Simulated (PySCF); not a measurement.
C₂H₆F₂Si₂.
Numbering: `[F:1][C:2]1([F:3])[SiH2:4][CH2:5][SiH2:6]1` (hydrogens: H7, H8 on Si4; H9, H10 on C5; H11, H12 on Si6)

Method used: PBE0-D3(BJ)/def2-SVP geometry optimisation, gas phase in PySCF.

(1) What internal coordinates does the optimisation give?

## Answers

(1) 
```json
{"bond": "F1–C2, C2–F3", "length (pm)": "136.2", "order": "single"}
{"bond": "C2–Si4, C2–Si6", "length (pm)": "195.3", "order": "single"}
{"bond": "Si4–C5, C5–Si6", "length (pm)": "190.3", "order": "single"}
{"bond": "Si4–H7 and 3 like bonds", "length (pm)": "149.3", "order": "single"}
{"bond": "C5–H9, C5–H10", "length (pm)": "110.1", "order": "single"}
```

Bonds in one row agree within 1 pm and their mean is given. Orders are formal, as drawn. A selection of angles:
```json
{"angle": "F1–C2–F3", "degrees": "107.8"}
{"angle": "F1–C2–Si4", "degrees": "114.0"}
{"angle": "F3–C2–Si4", "degrees": "115.7"}
{"angle": "Si4–C2–Si6", "degrees": "88.9"}
{"angle": "C2–Si4–C5", "degrees": "89.6"}
{"angle": "C2–Si4–H7", "degrees": "113.1"}
{"angle": "C5–Si4–H7", "degrees": "114.4"}
{"angle": "H7–Si4–H8", "degrees": "110.9"}
{"angle": "Si4–C5–Si6", "degrees": "91.8"}
{"angle": "Si4–C5–H9", "degrees": "114.4"}
{"angle": "H9–C5–H10", "degrees": "108.0"}
{"angle": "C5–Si6–H11", "degrees": "114.9"}
```

Dihedral angles: F1–C2–Si4–C5 -114° (anticlinal); C2–Si4–C5–Si6 -2° (synperiplanar); Si4–C5–Si6–C2 2° (synperiplanar); F1–C2–Si6–C5 114° (anticlinal).

The C–Si distances run from 1.903 Å (Si4–C5, drawn single) to 1.953 Å (C2–Si6, drawn single), a spread of 0.050 Å. Si4 (SiH2 silicon) has angles from 89.6° to 114.4°. The 4-membered ring C2–Si4–C5–Si6 has internal angles of 88.9° to 91.8°; it is almost planar, 0.02 Å rms from its mean plane, widest ring torsion 2°.

Point group: near C2v, missed by 0.12 Å at most; the miss may be what the optimiser left on a soft mode (Cs holds within 0.08 Å). Not checked by PBE0-D3(BJ)/def2-SVP frequencies.
